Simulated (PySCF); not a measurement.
An unknown gives this computed stick spectrum. The calculation used PySCF, TDDFT PBE0/def2-SVPD, vertical, gas phase, core orbitals frozen in the response. Geometries: PBE0-D3(BJ)/def2-SVP, one conformer each.

| state | E (eV) | λ (nm) | f |
| --- | --- | --- | --- |
| S1 | 7.58 | 163.5 | 0.0044 |
| S2 | 7.60 | 163.2 | 0.0033 |
| S3 | 7.65 | 162.0 | 0.081 |
| S4 | 7.77 | 159.6 | 0.0039 |
| S5 | 7.86 | 157.7 | 0.0083 |
| S6 | 7.90 | 156.9 | 0.0045 |
| S7 | 8.33 | 148.8 | 0.0000 |
| S8 | 8.36 | 148.3 | 0.013 |
| S9 | 8.38 | 148.0 | 0.011 |
| S10 | 8.47 | 146.4 | 0.034 |

Triplets computed (Tamm–Dancoff): 7.50, 7.51, 7.55, 7.56 eV.

Question: Which structure fits? All have the formula C5H8BFO2.
A. `CC[B@@H-]1OC(F)=CC=[O+]1`
B. `OB(O)[C@]12C[C@](F)(C1)C2`
C. `C=C[C@@H]1COBO[C@H]1F`

Answer: B. Its S1, at 7.58 eV, is the highest among the candidates; the nearest of the others has S1 at 7.08 eV. S1 is HOMO→LUMO (95%). Löwdin shares by element: HOMO (one of a set within 0.03 eV) carbon 55% or more, fluorine 26% (atoms not listed hold the other 20%); LUMO oxygen 36%, boron 33%, hydrogen 13% or more (atoms not listed hold the other 19%). At the same level the other candidates give, for their lowest levels:
- `CC[B@@H-]1OC(F)=CC=[O+]1`: 3.74 eV (f 0.022); 5.46 eV (f 0.007); 5.66 eV (f 0.027); 5.90 eV (f 0.061); 5.92 eV (f 0.042); T1 2.86 eV; HOMO -7.17, LUMO -2.33 eV
- `C=C[C@@H]1COBO[C@H]1F`: 7.08 eV (f 0.136); 7.25 eV (f 0.028); 7.36 eV (f 0.003); 7.49 eV (f 0.020); 7.64 eV (f 0.132); T1 4.32 eV; HOMO -7.96, LUMO -0.30 eV

The values belong to the conformer `[OH:1][B:2]([OH:3])[C@:4]12[CH2:5][C@:6]([F:7])([CH2:8]1)[CH2:9]2`: O1–B2–C4–C5 -65°, H–O1–B2–O3 0°, H–O3–B2–O1 0°.
